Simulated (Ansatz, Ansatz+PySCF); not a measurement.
```
atom   x (Å)   y (Å)    z (Å)
   O  0.0000  0.0000  -1.2018
   B  0.0000  0.0000   0.0000
   O  0.0000  0.0000   1.2018
```

Basis set: def2-SVP (spherical functions). Frozen core: 3 orbitals. Correlation on ROHF uses semicanonical orbitals with singles. Charge 0, multiplicity 2.

Computed with Ansatz (development build ahead of 0.2.0); each method stands on the lowest determinant of its kind that the runs found.

The atomization energy at this shape (free ground-state atoms in the same class of orbitals less the molecule, no zero-point energy) of doublet BO2:

```tsv
method	atomization energy
UHF-CCSD(T)	13.05 eV
UHF-MP2	13.48 eV
ROHF-MP2	13.40 eV
ROHF	9.29 eV
```

**Question.** What does UHF give?

**Answer.** 9.36 eV. Caution: the shape is not the minimum. Caution for UHF-CCSD(T), UHF-MP2, UHF: the unrestricted determinant is spin contaminated. Caution for ROHF-MP2: another reference gives a lower total. Caution for ROHF-MP2, ROHF: the determinant may break the point group.
